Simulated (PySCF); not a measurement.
AuCl4, charge -1, singlet, geometry from GFN2-xTB (such geometries of metal compounds can be far from the true shape) (core potentials on Au); DF-SVWN5/def2-TZVP (PySCF).

Input for PySCF:
```python
from pyscf import gto, scf, dft

mol = gto.M(
    atom='''
Au   -0.000000    0.000000   -0.000000
Cl    2.102373   -0.854657    0.003101
Cl    0.854660    2.102373   -0.002281
Cl   -2.102373    0.854657   -0.003101
Cl   -0.854660   -2.102373    0.002281
''',
    basis='def2-tzvp',
    ecp={'Au': 'def2-tzvp'},
    charge=-1,
    spin=0,
    verbose=4,
)

mf = dft.RKS(mol)
mf.xc = 'lda,vwn'
mf = mf.density_fit(auxbasis='def2-universal-jkfit')
mf.kernel()
mf.analyze()
```

The log (banner, timings and long lists left out):

```
PySCF version 2.14.0

[INPUT] verbose = 4
[INPUT] num. atoms = 5
[INPUT] num. electrons = 88
[INPUT] charge = -1
[INPUT] spin (= nelec alpha-beta = 2S) = 0
[INPUT] symmetry False subgroup None
[INPUT] Mole.unit = angstrom
[INPUT] Symbol           X                Y                Z      unit          X                Y                Z       unit  Magmom
[INPUT]  1 Au     0.000000000000   0.000000000000   0.000000000000 AA    0.000000000000   0.000000000000   0.000000000000 Bohr   0.0
[INPUT]  2 Cl     2.102373000000  -0.854657000000   0.003101000000 AA    3.972909181680  -1.615067660442   0.005860040712 Bohr   0.0
[INPUT]  3 Cl     0.854660000000   2.102373000000  -0.002281000000 AA    1.615073329621   3.972909181680  -0.004310465290 Bohr   0.0
[INPUT]  4 Cl    -2.102373000000   0.854657000000  -0.003101000000 AA   -3.972909181680   1.615067660442  -0.005860040712 Bohr   0.0
[INPUT]  5 Cl    -0.854660000000  -2.102373000000   0.002281000000 AA   -1.615073329621  -3.972909181680   0.004310465290 Bohr   0.0

nuclear repulsion = 559.247675739213
number of shells = 66
number of NR pGTOs = 318
number of NR cGTOs = 188
basis = def2-tzvp
ecp = {'Au': 'def2-tzvp'}

******** <class 'pyscf.df.df_jk.DFRKS'> ********
method = DFRKS
initial guess = minao
damping factor = 0
level_shift factor = 0
DIIS = <class 'pyscf.scf.diis.CDIIS'>
diis_start_cycle = 1
diis_space = 8
diis_damp = 0
SCF conv_tol = 1e-09
SCF conv_tol_grad = None
SCF max_cycles = 50
direct_scf = False
XC library pyscf.dft.libxc version 7.1.2
    S. Lehtola, C. Steigemann, M. J. T. Oliveira, and M. A. L. Marques,  SoftwareX 7, 1–5 (2018)
XC functionals = lda,vwn
    P. A. M. Dirac,  Math. Proc. Cambridge Philos. Soc. 26, 376 (1930)
    F. Bloch,  Z. Phys. 57, 545 (1929)
    S. H. Vosko, L. Wilk, and M. Nusair,  Can. J. Phys. 58, 1200 (1980)
radial grids:
    Treutler-Ahlrichs [JCP 102, 346 (1995); DOI:10.1063/1.469408] (M4) radial grids

becke partition: Becke, JCP 88, 2547 (1988); DOI:10.1063/1.454033
pruning grids: <function nwchem_prune>
grids dens level: 3
symmetrized grids: False
atomic radii adjust function: <function treutler_atomic_radii_adjust>
small_rho_cutoff = 0
Set gradient conv threshold to 3.16228e-05
Initial guess from minao.
tot grids = 99832
init E= -1955.35039665162
  HOMO = -0.587741054130254  LUMO = -0.579815376113251  gap/eV = 0.21567
cycle= 1 E= -1968.97846171427  delta_E= -13.6  |g|=  2.8  |ddm|= 9.16
  HOMO = 0.294425217750165  LUMO = 0.340301346191921  gap/eV = 1.24835
cycle= 2 E= -1945.92886491595  delta_E=   23  |g|= 6.64  |ddm|= 24.2
  HOMO = -0.157401048616363  LUMO = -0.148559498839734  gap/eV = 0.24059
cycle= 3 E= -1969.99712971685  delta_E= -24.1  |g|= 1.75  |ddm|=   24
  HOMO = -0.17513104131717  LUMO = -0.0876773942811424  gap/eV = 2.37973
cycle= 4 E= -1970.63085853784  delta_E= -0.634  |g|= 0.668  |ddm|= 2.19
  HOMO = -0.0819007510668469  LUMO = -0.00620870281983926  gap/eV = 2.05969
cycle= 5 E= -1970.71910337571  delta_E= -0.0882  |g|= 0.214  |ddm|= 0.819
  HOMO = -0.0923128976016864  LUMO = -0.0145628053342709  gap/eV = 2.11569
cycle= 6 E= -1970.72475366409  delta_E= -0.00565  |g|= 0.0489  |ddm|= 0.144
  HOMO = -0.0920345695970505  LUMO = -0.0149918405781879  gap/eV = 2.09644
cycle= 7 E= -1970.72501835368  delta_E= -0.000265  |g|= 0.0459  |ddm|= 0.0395
  HOMO = -0.0920442885898606  LUMO = -0.0128150395254182  gap/eV = 2.15594
cycle= 8 E= -1970.72543044088  delta_E= -0.000412  |g|= 0.00254  |ddm|= 0.0342
  HOMO = -0.0917623816218872  LUMO = -0.0124040721270194  gap/eV = 2.15945
cycle= 9 E= -1970.72543192947  delta_E= -1.49e-06  |g|= 0.000321  |ddm|= 0.00358
  HOMO = -0.0918053032252755  LUMO = -0.0124614746746691  gap/eV = 2.15906
cycle= 10 E= -1970.72543195923  delta_E= -2.98e-08  |g|= 2.49e-05  |ddm|= 0.000449
  HOMO = -0.0918025645343392  LUMO = -0.0124582591408192  gap/eV = 2.15907
cycle= 11 E= -1970.72543195939  delta_E= -1.57e-10  |g|= 2.11e-06  |ddm|= 3.11e-05
  HOMO = -0.0918029355625265  LUMO = -0.0124588680078204  gap/eV = 2.15906
Extra cycle  E= -1970.72543195939  delta_E= 4.55e-13  |g|= 3.96e-06  |ddm|= 5.08e-06
converged SCF energy = -1970.72543195939
**** SCF Summaries ****
Total Energy =                       -1970.725431959387606
Nuclear Repulsion Energy =             559.247675739212809
One-electron Energy =                -3911.097438516625971
Two-electron Energy =                 1381.124330818025555
Two-electron Coulomb Energy =         1501.009687956586049
DFT Exchange-Correlation Energy =     -119.885357138560593
HOMO-LUMO gap [eV] =                     2.159062050628066
**** MO energy ****
MO #1   energy= -100.131807067289  occ= 2
MO #2   energy= -100.131803594021  occ= 2
MO #3   energy= -100.131801607854  occ= 2
MO #4   energy= -100.131801598257  occ= 2
MO #5   energy= -8.96824555768868  occ= 2
MO #6   energy= -8.96821020405168  occ= 2
MO #7   energy= -8.9681899280283   occ= 2
MO #8   energy= -8.96818992152094  occ= 2
MO #9   energy= -6.82656645271996  occ= 2
MO #10  energy= -6.82656390343196  occ= 2
MO #11  energy= -6.82655265416721  occ= 2
MO #12  energy= -6.82655264847414  occ= 2
MO #13  energy= -6.81777103122197  occ= 2
MO #14  energy= -6.81776901747343  occ= 2
MO #15  energy= -6.81776730313792  occ= 2
MO #16  energy= -6.8177672962762   occ= 2
MO #17  energy= -6.81703969395057  occ= 2
MO #18  energy= -6.81703829769605  occ= 2
MO #19  energy= -6.81703828990478  occ= 2
MO #20  energy= -6.81703695976453  occ= 2
MO #21  energy= -3.9558597764057   occ= 2
MO #22  energy= -2.17682669140634  occ= 2
MO #23  energy= -2.17682668412413  occ= 2
MO #24  energy= -2.14432368544559  occ= 2
MO #25  energy= -0.595820276999897 occ= 2
MO #26  energy= -0.574302551210009 occ= 2
MO #27  energy= -0.56853926583887  occ= 2
MO #28  energy= -0.56853925358857  occ= 2
MO #29  energy= -0.293340470979626 occ= 2
MO #30  energy= -0.272428608403527 occ= 2
MO #31  energy= -0.26408278735928  occ= 2
MO #32  energy= -0.226557240606555 occ= 2
MO #33  energy= -0.226557220959173 occ= 2
MO #34  energy= -0.180353135026045 occ= 2
MO #35  energy= -0.180353119617219 occ= 2
MO #36  energy= -0.169362963870402 occ= 2
MO #37  energy= -0.148652611226804 occ= 2
MO #38  energy= -0.119005667426667 occ= 2
MO #39  energy= -0.118524707702706 occ= 2
MO #40  energy= -0.11852467980241  occ= 2
MO #41  energy= -0.108195028638593 occ= 2
MO #42  energy= -0.0988506602776234 occ= 2
MO #43  energy= -0.0988506481695193 occ= 2
MO #44  energy= -0.0918029355625265 occ= 2
MO #45  energy= -0.0124588680078204 occ= 0
MO #46  energy= 0.120247242908619  occ= 0
MO #47  energy= 0.139163596257905  occ= 0
MO #48  energy= 0.193249103950851  occ= 0
MO #49  energy= 0.19324910900977   occ= 0
MO #50  energy= 0.20212058526039   occ= 0
MO #51  energy= 0.353819176484008  occ= 0
MO #52  energy= 0.367587808577146  occ= 0

WARN: Weak orthogonality for localized orbitals 2.0984144784203486e-09

WARN: System has nonzero charge -1; the dipole moment is origin-dependent.
Location of origin: [0. 0. 0.]

Dipole moment(X, Y, Z, Debye):  0.00000, -0.00000,  0.00000
```
